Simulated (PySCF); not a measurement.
## Silicon: a sound run and one with changed settings

Sound run: Si⁺ [Ne] 3s2 3p1, Si²⁺ [Ne] 3s2. All numbers are calculated (PySCF 2.14, the spin-free X2C one-electron Hamiltonian (Gaussian nucleus), in x2c-SVPall). In the sound run the correlated levels freeze [Ne]. The sound run starts from symmetry-adapted Hartree-Fock orbitals and uses a fine grid where one is needed.

Changed run: basis STO-3G, all-electron and non-relativistic. This setting is unsound on purpose.

```csv
species,method,sound run (hartree),changed run (hartree),converged
Si⁺,UHF,-289.06759,-285.32969,yes
Si⁺,M06-2X,-289.56887,-285.79769,yes
Si⁺,M06-L,-289.55883,-285.75729,yes
Si⁺,MP2,-289.10280,-285.34477,yes
Si⁺,CCSD(T),-289.12116,-285.35653,yes
Si²⁺,UHF,-288.48737,-284.79851,yes
Si²⁺,M06-2X,-288.97685,-285.24165,yes
Si²⁺,M06-L,-288.96562,-285.19439,yes
Si²⁺,MP2,-288.51665,-284.82189,yes
Si²⁺,CCSD(T),-288.53082,-284.83875,yes
```

Ionisation energy of Si⁺:

```tsv
method	sound run (eV)	changed run (eV)
UHF	15.789	14.454
M06-2X	16.110	15.130
M06-L	16.142	15.317
MP2	15.950	14.228
SCS-MP2	15.932	14.183
CCSD	16.046	14.089
CCSD(T)	16.064	14.089
```

A minimal basis cannot let orbitals breathe on ionisation and holds almost no correlation. The Hamiltonian changed with the basis, so the totals do not compare.

For comparison, NIST gives 16.346 eV between the lowest levels.
